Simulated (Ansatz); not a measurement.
Program: Ansatz. Geometries: PBE0-D4/def2-TZVP. ΔE: electronic, gas phase. CCSD(T)/CBS adds triple-zeta CCSD(T) − MP2 to the extrapolated MP2 energy (def2 sets, frozen cores). DFT in def2-TZVPP. B3LYP here is the variant with VWN-RPA as its local correlation; programs differ in this. HSE06 is defined as in plane-wave codes. For Ga outer-core shells are correlated without core-valence functions, which leaves a few kJ/mol of doubt a bond. Scalar relativity is left out up to krypton. Each species was taken in one conformer, which may not be the lowest.

`N[SiH2][GaH2]` + `CB[SiH2][SiH2][AlH2]` → `[AlH2][SiH2][SiH2][GaH2]` + `CB[SiH2]N`  (redistribution)

`N[SiH2][GaH2]`:

```xyz
9

N    -0.154    1.519    0.662
Si   -0.370    0.357   -0.597
Ga    0.704   -1.707    0.034
H    -0.215    1.223    1.623
H    -0.506    2.457    0.555
H     0.221    0.922   -1.844
H    -1.799    0.056   -0.949
H     1.084   -1.999    1.537
H     1.035   -2.828   -1.021
```

`CB[SiH2][SiH2][AlH2]`:

Cartesian coordinates in Å:
```
C -0.481 0.364 -1.673
B 0.969 -0.157 -1.417
Si 1.815 0.217 0.359
Si 0.224 -0.713 1.822
Al -1.919 0.081 0.932
H -0.850 1.126 -0.967
H -1.152 -0.510 -1.660
H -0.615 0.780 -2.678
H 1.462 -0.855 -2.257
H 3.208 -0.258 0.576
H 1.759 1.690 0.604
H 0.499 -0.257 3.215
H 0.349 -2.199 1.794
H -2.326 1.607 1.114
H -2.941 -0.917 0.236
```

`[AlH2][SiH2][SiH2][GaH2]`:

```xyz
12

Al   -1.427   -1.788    1.916
Si   -1.072   -0.479   -0.110
Si    1.069    0.481    0.090
Ga    1.422    1.780   -1.894
H    -2.059   -1.105    3.203
H    -0.918   -3.290    1.989
H    -2.046    0.638   -0.289
H    -1.080   -1.289   -1.364
H     2.053   -0.628    0.258
H     1.090    1.294    1.342
H     2.029    1.112   -3.182
H     0.938    3.273   -1.960
```

`CB[SiH2]N`:

Cartesian coordinates in Å:
```
C -1.230 -1.342 1.097
B -0.696 0.019 0.567
Si 0.851 0.156 -0.713
N 1.380 1.790 -0.888
H -0.614 -2.220 0.896
H -2.204 -1.497 0.608
H -1.466 -1.298 2.166
H -1.292 1.011 0.898
H 0.406 -0.508 -1.988
H 2.017 -0.654 -0.252
H 2.158 2.019 -1.486
H 0.689 2.524 -0.905
```

**Question.** Is it downhill or uphill in electronic energy at CCSD(T)/CBS, and by how much? (Estimate.)

**Answer.** Computed: Downhill: ΔE = -0.05 eV.

**Question.** What do these levels give: B3LYP-D4, HSE06-D4, ωB97X-V, PBE, BLYP, r2SCAN, r2SCAN0, CAM-B3LYP, RPA@PBE/def2-TZVPP, MP2/def2-TZVPP, HF/CBS(def2), MP2/CBS(def2)? (Estimate.)

**Answer.** Ansatz gave: B3LYP-D4 -0.07, HSE06-D4 -0.04, ωB97X-V -0.04, PBE -0.09, BLYP -0.19, r2SCAN -0.06, r2SCAN0 -0.07, CAM-B3LYP -0.12, RPA@PBE/def2-TZVPP -0.07, MP2/def2-TZVPP -0.06, HF/CBS(def2) -0.24, MP2/CBS(def2) -0.05 eV.

Largest T1 diagnostic among the species: 0.014.

At CCSD(T), def2-SVP lies −0.04 eV from the extrapolated value and def2-TZVPP −0.01 eV. In def2-TZVPP, CCSD(T) changes the Hartree–Fock value by +0.17 eV (the triples alone add +0.03 eV) and MP2 by +0.17 eV. From BLYP to BHLYP (50 % exact exchange), in def2-TZVPP and without D4, ΔE moves by +0.04 eV.
